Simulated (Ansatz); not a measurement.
H2BO2, SMILES `O[B-]O` (excited triplet; H–O–B–O torsion 0°, O–B–O–H torsion 180°) (charge -1, multiplicity 3). This triplet is an excited state, 1.04 eV above the relaxed singlet at the level frozen-core CCSD(T)/aug-cc-pVTZ // B3LYP-D3(BJ)/def2-TZVPD (Ansatz, a quantum-chemistry and plane-wave program).

Cartesian coordinates (Å):
SMILES: [B-](O)O
```xyz
5

O     -1.3215     0.3326    -0.1862
B      0.0167     0.4876    -0.3598
O      0.9582    -0.3077     0.1846
H     -1.5487    -0.4225     0.3797
H      1.8953    -0.0899    -0.0183
```
Charge -1, spin multiplicity 3.

Frozen-core energies in aug-cc-pVDZ from Ansatz at a geometry from B3LYP-D3(BJ)/def2-TZVPD; the HF reference has <S^2> = 2.00 and the T1 diagnostic is 0.031.

| level | energy (Ha) | difference from CCSDT(Q) (mHa) |
|---|---|---|
| HF | -175.61050 | 499.00 |
| MP2 | -176.07897 | 30.52 |
| CCSD | -176.09250 | 17.00 |
| CCSD(T) | -176.10746 | 2.04 |
| CCSDT | -176.10819 | 1.30 |
| CCSDT(Q) | -176.10950 | 0.00 |
